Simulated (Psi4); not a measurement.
Cl₃Sn (SMILES [Cl][Sn-]([Cl])[Cl]), charge -1, singlet, geometry from GFN2-xTB (such geometries of metal compounds can be far from the true shape) (core potentials on Sn) (a gas-phase anion, which may not be bound at this level); HF/def2-SVP (Psi4).

Input for Psi4:
```
memory 2 GB

molecule {
-1 1
Sn   -0.00024598    0.00560843    0.57812327
Cl   -1.94257826   -1.06785136   -0.55730815
Cl    0.05159000    2.20812614   -0.58824027
Cl    1.89171173   -1.15677018   -0.55481414
}

set {
  basis def2-svp
  cholesky_tolerance 1e-3
  scf_type cd
}

energy('scf')
print_variables()
```

Predict the main parts of the log of this Psi4 run.


```
   => Loading Basis Set <=

    Name: DEF2-SVP
    Role: ORBITAL
    Keyword: BASIS

    !!!  WARNING: ECP capability is in beta. Please check occupations closely.  !!!

         ---------------------------------------------------------
                                   SCF
               by Justin Turney, Rob Parrish, Andy Simmonett
                          and Daniel G. A. Smith
                              RHF Reference
         ---------------------------------------------------------

  ==> Geometry <==

    Molecular point group: c1
    Full point group: C1

    Geometry (in Angstrom), charge = -1, multiplicity = 1:

       Center              X                  Y                   Z               Mass
    ------------   -----------------  -----------------  -----------------  -----------------
         SN          -0.000227321351     0.005183011114     0.534270330132   119.902201630000
         CL          -1.942559601351    -1.068276778886    -0.601161089868    34.968852682000
         CL           0.051608658649     2.207700721114    -0.632093209868    34.968852682000
         CL           1.891730388649    -1.157195598886    -0.598667079868    34.968852682000

  Running in c1 symmetry.

  Rotational constants: A =      0.05100  B =      0.05100  C =      0.03277 [cm^-1]
  Rotational constants: A =   1528.94661  B =   1528.94660  C =    982.49924 [MHz]
  Nuclear repulsion =  357.802360597392578

  Charge       = -1
  Multiplicity = 1
  Electrons    = 74
  Nalpha       = 37
  Nbeta        = 37

  ==> Algorithm <==

  SCF Algorithm Type is CD.
  DIIS enabled.
  MOM disabled.
  Fractional occupation disabled.
  Guess Type is SAD.
  Energy threshold   = 1.00e-06
  Density threshold  = 1.00e-06
  Integral threshold = 1.00e-12

  ==> Primary Basis <==

  Basis Set: DEF2-SVP
    Blend: DEF2-SVP
    Number of shells: 34
    Number of basis functions: 80
    Number of Cartesian functions: 85
    Spherical Harmonics?: true
    Max angular momentum: 2

  Core potential: DEF2-SVP
    Number of shells: 4
    Number of ECP primitives: 18
    Number of ECP core electrons: 28
    Max angular momentum: 3

  ==> Integral Setup <==

  ==> CDJK: Cholesky-decomposed J/K Matrices <==

    J tasked:                     Yes
    K tasked:                     Yes
    wK tasked:                     No
    Integrals threads:              1
    Algorithm:                   Core
    Integral Cache:              NONE
    Schwarz Cutoff:             1E-12
[...]

   @RHF iter SAD: -1589.46274153482454   -1.58946e+03   0.00000e+00
   @RHF iter   1: -1591.57155158149044   -2.10881e+00   4.12608e-03 DIIS/ADIIS
   @RHF iter   2: -1591.62957077780152   -5.80192e-02   1.43063e-03 DIIS/ADIIS
   @RHF iter   3: -1591.63594797998894   -6.37720e-03   2.34221e-04 DIIS/ADIIS
   @RHF iter   4: -1591.63659673776965   -6.48758e-04   1.07544e-04 DIIS/ADIIS
   @RHF iter   5: -1591.63677786221706   -1.81124e-04   2.97114e-05 DIIS
   @RHF iter   6: -1591.63679382243299   -1.59602e-05   5.74936e-06 DIIS
   @RHF iter   7: -1591.63679425899159   -4.36559e-07   1.51910e-06 DIIS
   @RHF iter   8: -1591.63679428671162   -2.77200e-08   2.38160e-07 DIIS
  Energy and wave function converged.

  ==> Post-Iterations <==

    Orbital Energies [Eh]
    ---------------------

    Doubly Occupied:

[...]
      37A     -0.157452

    Virtual:

[...]
      80A     52.374492

    Final Occupation by Irrep:
              A
    DOCC [    37 ]
    NA   [    37 ]
    NB   [    37 ]

  @RHF Final Energy: -1591.63679428671162

   => Energetics <=

    Nuclear Repulsion Energy =            357.8023605973925783
    One-Electron Energy =               -3011.1842464993660542
    Two-Electron Energy =                1061.7450916152617992
    Total Energy =                      -1591.6367942867116199

Computation Completed

Properties will be evaluated at   0.000000,   0.000000,   0.000000 [a0]

Properties computed using the SCF density matrix

 Multipole Moments:

 ------------------------------------------------------------------------------------
     Multipole            Electronic (a.u.)      Nuclear  (a.u.)        Total (a.u.)
 ------------------------------------------------------------------------------------

 L = 1.  Multiply by 2.5417464519 to convert [e a0] to [Debye]
 Dipole X            :         -0.0161751            0.0155893           -0.0005858
 Dipole Y            :          0.3697141           -0.3554422            0.0142719
 Dipole Z            :         37.9464666          -36.6393635            1.3071031
 Magnitude           :                                                    1.3071812

 ------------------------------------------------------------------------------------

  Variable Map:
  ----------------------------------------------------------------------------
[...]
  Array Variable Map:
  ----------------------------------------------------------------------------
[...]
[...]
```
